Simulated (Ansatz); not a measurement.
`C[NH][In]([F])[F]` + CH₃OH → `C[O][In]([F])[F]` + CH₃NH₂ at 400 K and 1 bar (ligand exchange at the In–N bond).

Isolated molecules relaxed with PBE0-D4/def2-TZVP in Ansatz; ΔE leaves out vibrations. CCSD(T)/CBS adds triple-zeta CCSD(T) − MP2 to the extrapolated MP2 energy (def2 sets, frozen cores). This one scheme is used for every species. def2 core potentials past Kr. For In outer-core shells are correlated without core-valence functions, which leaves a few kJ/mol of doubt a bond. One conformer a species, not always the lowest.

| species | CCSD(T)/CBS energy (Eh) | H − E (kJ/mol) | S (J/(mol·K)) |
| --- | --- | --- | --- |
| `C[NH][In]([F])[F]` | -484.61621 | 184.0 | 407.7 |
| CH₃OH | -115.61712 | 151.2 | 252.6 |
| `C[O][In]([F])[F]` | -504.48097 | 150.4 | 412.4 |
| CH₃NH₂ | -95.75281 | 185.4 | 256.0 |

H − E and S are ideal-gas, rigid-rotor, harmonic terms from PBE0-D4/def2-TZVP, for one conformer and one mirror image of each species. 1 Eh = 2625.50 kJ/mol, R = 8.31446 J/(mol·K).

Question: By hand: ΔE, ΔH, ΔS and ΔG.

Answer: ΔE = (-504.48097) + (-95.75281) − (-484.61621) − (-115.61712) = -0.00045 Eh = -1.2 kJ/mol. Δ(H − E) = 150.4 + 185.4 − 184.0 − 151.2 = 0.6, so ΔH = -0.6 kJ/mol. ΔS = 412.4 + 256.0 − 407.7 − 252.6 = 8.1 J/(mol·K). ΔG = -0.6 − 400 × (8.1)/1000 = -3.8 kJ/mol.

Question: By hand: the equilibrium constant, and the temperature at which ΔG would vanish if ΔH and ΔS stayed fixed.

Answer: log₁₀ K = −ΔG/(RT ln 10) = 0.5. ΔH and −TΔS have one sign here, so there is no such temperature. One of them is within its doubt of zero, so this could turn.

TΔS isn't small against ΔH here. The sign of ΔG lies within the doubt. A doubt of 5 kJ/mol in ΔE shifts log₁₀ K by 0.7 here. Other conformers and mirror images would add mixing entropy, several J/(mol·K) or more a flexible species. Modes under 60 cm⁻¹, often nearly free rotors, make the harmonic entropy too high. These are equilibria of isolated gas molecules and say nothing of rates. Largest T1 diagnostic: 0.017 (customary marks: 0.02 for closed shells, 0.045 for open ones).
